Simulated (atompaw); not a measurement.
How hard is this fluorine (F) PAW (atompaw) potential?

atompaw 4.2.0.5 input, output lines left out:

```
F 9
GGA-PBE scalarrelativistic loggrid 1500 logderivrange -4 5 226
2 2 0 0 0 0
2 1 5
0 0 0
c
v
v
1
1.60 1.45 1.55 1.10
y
-1.8
n
y
-0.2
n
custom rrkj gramschmidtortho sinc
bessel
1.60
0.70
1.60
1.60
```

The pseudo-atom Hamiltonian at the reference potential is diagonalised in spherical Bessel functions j_l(qr) that vanish at 20 bohr, with q² up to the cutoff. All-electron valence levels (Ry): 2s -2.1976, 2p -0.8167.

**Question.** How do the lowest levels (Ry) of each channel move with the cutoff, and are there ghosts?

**Answer.**

```csv
cutoff (Ry),s #1,s #2,p #1,p #2,d #1,f #1,Σ f·Δε (mRy)
8,-2.0617,-0.0061,-0.3160,0.0459,0.0804,0.1210,2775.3
10,-2.1307,-0.0077,-0.4679,0.0443,0.0804,0.1210,1877.6
12,-2.1687,-0.0086,-0.5982,0.0433,0.0804,0.1210,1150.4
18,-2.1960,-0.0092,-0.7749,0.0422,0.0804,0.1210,211.9
21,-2.1972,-0.0093,-0.7996,0.0420,0.0804,0.1210,86.2
25,-2.1974,-0.0093,-0.8135,0.0420,0.0804,0.1210,16.3
30,-2.1974,-0.0093,-0.8162,0.0419,0.0804,0.1210,2.9
35,-2.1975,-0.0093,-0.8164,0.0419,0.0804,0.1210,1.9
45,-2.1976,-0.0094,-0.8165,0.0419,0.0804,0.1210,0.9
50,-2.1976,-0.0094,-0.8166,0.0419,0.0804,0.1210,0.4
55,-2.1976,-0.0095,-0.8167,0.0419,0.0804,0.1210,0.2
400,-2.1976,-0.0103,-0.8167,0.0419,0.0804,0.1210,0.0
```

Result: no extra level below or beside the all-electron valence levels (s, p, d, f tested); 10 mRy is reached at 30 Ry and 1 mRy at 45 Ry.
